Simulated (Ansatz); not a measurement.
Coupled-cluster diagnostics for the cluster Ti2Si, Ansatz.

Geometry of the singlet (PBE0-D4/def2-TZVP):

Cartesian coordinates in Å:
```
Ti 1.165 0.284 0.542
Ti -0.359 0.725 -1.038
Si -0.806 -1.009 0.496
```

Correlated methods freeze 15 core orbitals; core or outer-core shells of Ti are correlated, in sets that lack core-valence functions. The structure comes from a short search, and lower isomers may exist.

Geometry of the charge 0 triplet (PBE0-D4/def2-TZVP):

```xyz
3

Ti   -0.1172    0.7447   -1.1197
Ti    1.1156    0.1130    0.7214
Si   -0.9984   -0.8577    0.3983
```

Geometry of the charge 0 quintet (PBE0-D4/def2-TZVP):

| atom | x (Å) | y (Å) | z (Å) |
| --- | --- | --- | --- |
| Ti1 | -0.325 | -1.224 | 0.660 |
| Ti2 | 0.500 | 1.147 | 0.687 |
| Si3 | -0.174 | 0.076 | -1.347 |

Q: Estimate the CCSD(T) correlation energy, the shares of MP2 and (T), T1 and the reference's ⟨S²⟩ for: charge 0, singlet, own geometry in def2-TZVPP; charge 0, singlet, own geometry in def2-TZVPD; charge 0, triplet, own geometry in def2-TZVPP; charge 0, quintet, own geometry in def2-TZVPP; and the rough time on 4 threads of Arm Neoverse V2 on a shared host.

A: 
| state | basis | correlation (eV) | MP2 share (%) | (T) share (%) | T1 | ⟨S²⟩ (pure) | wall time | remarks |
| --- | --- | --- | --- | --- | --- | --- | --- | --- |
| charge 0, singlet, own geometry | def2-TZVPP | -29.728 | 83.8 | 10.6 | 0.146 | 0.00 (0.00) | 2.2 min | flagged by the program, large T1, restricted SCF unstable |
| charge 0, singlet, own geometry | def2-TZVPD | -26.807 | 83.0 | 10.8 | 0.149 | 0.00 (0.00) | 48 s | flagged by the program, large T1, restricted SCF unstable |
| charge 0, triplet, own geometry | def2-TZVPP | -25.890 | 79.2 | 9.4 | 0.167 | 4.19 (2.00) | 4.5 min | flagged by the program, large T1, spin-contaminated |
| charge 0, quintet, own geometry | def2-TZVPP | -22.753 | 85.4 | 6.0 | 0.132 | 7.81 (6.00) | 1.8 min | flagged by the program, large T1, spin-contaminated |
Customary marks for T1 are 0.02 (closed shells), 0.045 (open shells) and about 0.05 (3d metals). T1 exceeds 0.02 in 4 of 4 rows and 0.045 in 4; the higher it lies, the less the single-reference result can be trusted.
